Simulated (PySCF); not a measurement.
H4Cl3FGeSi2, SMILES [Cl][Ge]([Cl])([SiH2][SiH2]F)[Cl] at its CAM-B3LYP/def2-SVP optimised geometry (Å):

```
11

Si    -1.3853    -2.0309     1.7092
F     -1.1177    -1.2645     3.1179
Si    -0.4824    -0.6956     0.0000
Ge    -1.1756    -1.7196    -2.0435
Cl     0.3379    -1.8256    -3.5657
Cl    -1.7546    -3.7563    -1.5838
Cl    -2.8996    -0.7771    -2.9181
H     -2.8487    -2.1851     1.5276
H     -0.7048    -3.3466     1.7524
H      1.0041    -0.6956     0.0000
H     -1.0041     0.6956     0.0000
```

Computed with CAM-B3LYP/def2-TZVP in PySCF 2.14.0. Cells within 0.4 Å of a nucleus heavier than hydrogen are left out (blank, or x).

Map of the electron localisation function on the plane z = 0.0 Å:

```
|00000000000000000000000000000|
|00000000000000000000000000000|
|00000000000000000000000000000|
|00000000000000000000000000000|
|00000000000000000000000000000|
|00000001345531000000000000000|
|00000036899986200000000000000|
|00000389999999610000000000000|
|00001799999999720000000000000|
|00003899999999830000000000000|
|00004899999999830000000000000|
|00003899999999731112321000000|
|00002699999999632367875100000|
|00000379999997445899998510000|
|00000147898411258999999830000|
|00000013551142059999999950000|
|00000012311xxx149999999961000|
|00000012201xxx239999999971000|
|000000134206xx059999999960000|
|00000023551010069999999940000|
|00000013566311257999999710000|
|00000012456643224689997300000|
|00000001234442111245652000000|
|00000000012221100001100000000|
|00000000000000000000000000000|
|00000000000000000000000000000|
|00000000000000000000000000000|
|00000111100000000000000000000|
|00001233210000000000000000000|
```
Scale: ten equal steps from 0.000 (start of '0') to 1.000 (end of '9'), in the order '0123456789'; x runs from -3.50 to 3.50, y from -3.50 (bottom) to 3.50 (top).
